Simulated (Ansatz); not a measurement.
Isolated molecules relaxed with PBE0-D4/def2-TZVP in Ansatz; ΔE leaves out vibrations. CCSD(T)/CBS adds triple-zeta CCSD(T) − MP2 to the extrapolated MP2 energy (def2 sets, frozen cores). Functionals use def2-TZVPP. B3LYP here is the variant with VWN-RPA as its local correlation; programs differ in this. Elements past krypton have def2 core potentials. For Sb outer-core shells are correlated without core-valence functions, which leaves a few kJ/mol of doubt a bond. One conformer a species, not always the lowest.

Reaction (cleavage of the B–Sb bond): `O[B](O)[SbH2]` + `CSS` → `CSSB(O)O` + `[SbH3]`

`O[B](O)[SbH2]`:

Z-matrix (Å, degrees):
```
B
O 1 1.360
Sb 1 2.260 2 117.5
O 1 1.360 2 125.0 3 175.8
H 2 0.963 1 115.8 3 -176.5
H 3 1.705 1 92.9 2 -45.7
H 3 1.705 1 92.9 2 -138.1
H 4 0.963 1 115.8 2 0.6
```

`CSS`:

```xyz
7

C     0.965   -0.093    0.041
S    -0.461    0.105    1.126
S    -2.024   -0.415   -0.072
H     0.943    0.633   -0.771
H     1.010   -1.106   -0.357
H     1.844    0.090    0.664
H    -2.277    0.786   -0.631
```

`CSSB(O)O`:

Cartesian coordinates in Å:
```
C -0.647 0.124 -2.024
S 0.965 0.505 -1.312
S 0.455 1.498 0.411
B 0.388 0.087 1.603
O 0.691 -1.181 1.245
O 0.017 0.411 2.866
H -0.448 -0.391 -2.967
H -1.201 1.040 -2.223
H -1.221 -0.530 -1.367
H 0.977 -1.213 0.317
H 0.025 -0.351 3.453
```

`[SbH3]`:

Z-matrix (Å, degrees):
```
Sb
H 1 1.707
H 1 1.707 2 91.4
H 1 1.707 2 91.4 3 91.4
```

| level | ΔE (kJ/mol) |
| --- | --- |
| B3LYP-D4 | -83.2 |
| CAM-B3LYP-D4 | -84.6 |
| BHLYP | -80.6 |
| CCSD(T)/def2-TZVPP | -82.4 |

**Question.** What does CCSD(T)/CBS give? (An estimate is asked.)

**Answer.** Computed: -77.3 kJ/mol. The listed levels differ from it by -5.9, -7.3, -3.3, -5.1 kJ/mol.

Largest T1 diagnostic among the species: 0.014.

Leaving LDA and LC-ωPBE aside and taking each functional with its dispersion term where it has one, the values, not all of them listed here, spread over 14.4 kJ/mol, from B97M-V to B2PLYP. LDA lies −12.7 kJ/mol from PBE without D4. In def2-TZVPP, CCSD(T) changes the Hartree–Fock value by −4.8 kJ/mol (the triples alone add −2.4 kJ/mol) and MP2 by −5.3 kJ/mol. The D4 term adds −5.3 kJ/mol with B3LYP and −3.0 kJ/mol with PBE0; it sums over pairs of atoms, weighted by their polarisabilities, and B3LYP, whose exchange is more repulsive, gets the larger term.
